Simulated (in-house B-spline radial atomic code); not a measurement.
Neutral selenium is squeezed into an impenetrable sphere of radius R (the orbitals vanish at R). No spin polarisation. All numbers are computed (scalar-relativistic (X2C) PBE, spherical fractional occupations; Fermi nucleus of rms radius 4.14 fm) with a radial B-spline atomic code at the basis-set limit, not measured.

Energies in eV above the free atom in [Ar] 3d10 4s2 4p4:

```tsv
R (bohr)	highest level (eV)	[Ar] 3d10 4s2 4p4	[Ne] 3s2 3p5 3d10 4s2 4p4 4d1	[Ar] 3d10 4s2 4p3 4d1
8.07	-6.45	0.02688	163.6	10.32
5.55	-5.56	0.8635	166.3	13.39
5.14	-5.05	1.541	167.5	14.78
4.32	-2.95	5.083	172.5	20.39
3.52	2.3	17.44	187.9	36.33
3.1	8.13	34.62	208.3	56.59
2.52	25	95.63	279.8	124.3
2.08	55	225.9	429.9	262.2
1.88	80.4	347.9	568.5	388.1
1.34	261	1372	1705	1414
```

Problem. Does [Ne] 3s2 3p5 3d10 4s2 4p4 4d1 fall below [Ar] 3d10 4s2 4p4 under compression?

Solution. No, it stays above over the whole range.

Problem. Does [Ar] 3d10 4s2 4p3 4d1 fall below [Ar] 3d10 4s2 4p4 under compression?

Solution. No, it stays above over the whole range.

The highest level is first positive in the row R = 3.52 bohr, pushed up by confinement above the zero of the free ion's potential. Each configuration is held fixed and needn't be the lowest in the sphere.
